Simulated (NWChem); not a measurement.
Species: C₃H₇Br; SMILES CC(C)Br

This build's default masses of Se (78.918 u) and Br (79.917 u) are each other's, which moves their modes by up to 0.6 %.

**Question.** Give the equilibrium geometry at PBE0/def2-SVP (NWChem) as a list of bonds and angles, with the point group.

**Answer.** point group Cs; any orientation.
Bond lengths (Å): C1–C2 1.513, C1–H5 1.101, C1–H6 1.103, C1–H7 1.099, C2–C3 1.513, C2–Br4 1.972, C2–H8 1.099, C3–H9 1.101, C3–H10 1.103, C3–H11 1.099. Angles (°): C2–C1–H5 111.0, C2–C1–H6 109.4, C2–C1–H7 111.6, H5–C1–H6 108.2, H5–C1–H7 108.3, H6–C1–H7 108.2, C1–C2–C3 113.9, C1–C2–Br4 109.3, C1–C2–H8 110.3, C3–C2–Br4 109.3, C3–C2–H8 110.3, Br4–C2–H8 103.0, C2–C3–H9 111.0, C2–C3–H10 109.4, C2–C3–H11 111.6, H9–C3–H10 108.2, H9–C3–H11 108.3, H10–C3–H11 108.2.
